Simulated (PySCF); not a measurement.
**Dipole response of P²⁺ (phosphorus, charge +2)**

[Ne] 3s2 3p1, 2P determinant. Calculation: PySCF 2.14, in dyall-av2z; no relativity, point nucleus. Coupled (time-dependent) response in atomic units; α is the mean over directions. A double-zeta set is small for polarisabilities.

```
 method  mean α (bohr³)         α xx, yy, zz  C₆ (like pair)  S(−4)
    UHF           9.576  9.782, 9.164, 9.782           35.25  39.73
    PBE           9.201  9.356, 8.890, 9.356           33.17  35.62
   PBE0           9.265  9.447, 8.900, 9.447           33.54  36.21
 PBEsol           9.206  9.338, 8.941, 9.338           33.16  35.81
wB97X-V           9.346  9.538, 8.963, 9.538           33.99  36.77
```

S(−4) is the Cauchy moment in α(ω) = α(0) + S(−4) ω² + …

α(iu) at PBE0:

```tsv
u (hartree)	α(iu) (bohr³)
0	9.265
0.0500	9.175
0.100	8.918
0.200	8.028
0.300	6.900
0.500	4.796
0.750	3.037
1.00	2.024
1.50	1.056
2.00	0.6451
3.00	0.3180
5.00	0.1312
```

A single London oscillator, α(iu) = α/(1 + u²/ω²), gives C₆ = (3/4) ω α². Matching the computed C₆ needs ω = 4 × 33.54 / (3 × 9.265²) = 0.521 hartree.

For an ion, C₆ is the dispersion term alone; charge-induced terms of lower order in 1/R come first.

The components differ because the open shell of this determinant is not spherical; for a pure term their mean is the scalar polarisability.
